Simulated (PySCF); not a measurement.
CH3AlF (SMILES [CH3][Al][F]), doublet, geometry from GFN2-xTB (such geometries of metal compounds can be far from the true shape) (the spin is typed, not shown lowest). Base run: B3LYP/def2-TZVP run with PySCF.

The PySCF input:
```python
from pyscf import gto, scf, dft

mol = gto.M(
    atom='''
Al    0.44002451   -0.09977454    0.26333881
C    -0.05333652    1.40742987   -0.99749356
H    -0.86612180    2.02472343   -0.60563875
H    -0.37041732    1.04109293   -1.97751446
H     0.81040018    2.05814325   -1.15112478
F    -0.55268450   -1.36349663    0.69953719
''',
    basis='def2-tzvp',
    spin=1,
    verbose=4,
)

mf = dft.UKS(mol)
mf.xc = 'b3lyp'
mf.kernel()
mf.analyze()
```

Variants of this job, named by their change:

```
change                                                                                                                  ΔE vs base (mEh)  fitting functions  dipole (D)
----------------------------------------------------------------------------------------------------------------------  ----------------  -----------------  ----------
base                                                                                                                               0.000                  -        1.86
exchange = seminumerical (SGX) (with mf = sgx.sgx_fit(mf, auxbasis='def2-universal-jfit'); with mf.with_df.dfj = True)            -0.087                182        1.86
auxbasis = even-tempered beta=1.6                                                                                                  0.001                938        1.86
auxbasis = def2-universal-jkfit                                                                                                   -0.052                334        1.86
auxbasis = cc-pvtz-jkfit                                                                                                           0.007                369        1.86
auxbasis = default (with mf = mf.density_fit())                                                                                   -0.052                334        1.86
only_dfj = on; auxbasis = def2-universal-jfit                                                                                     -0.092                182        1.86
auxbasis = autoaux                                                                                                                -0.001                722        1.86
auxbasis = def2-universal-jfit                                                                                                     214.8                182        1.87
auxbasis = even-tempered beta=3.0                                                                                                 -0.594                435        1.86
```

A fitting set is made for a task (jfit for Coulomb, jkfit for Coulomb and exchange, ri for correlation) and for a family of orbital bases.

Open shells are given as the SCF converged; they aren't shown to be the lowest states, and a large step between rows can be another state.
